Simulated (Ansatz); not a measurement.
Species: [Cd(CH3)2] (charge 0, multiplicity 1).

Problem. Give a relaxed geometry from PBE-D3(BJ)/def2-SVP run with Ansatz (a quantum-chemistry and plane-wave program).

Solution. This is not unique; one that fits is the end point of this relaxation, one of several conformers.
Cartesian coordinates (Å) in one orientation:
```xyz
9

Cd     0.000     0.000     0.000
C      2.015    -0.125     0.665
H      2.658    -0.582    -0.115
H      2.088    -0.746     1.581
H      2.416     0.882     0.896
C     -2.015     0.125    -0.665
H     -2.101    -0.201    -1.721
H     -2.388     1.167    -0.593
H     -2.673    -0.521    -0.048
```
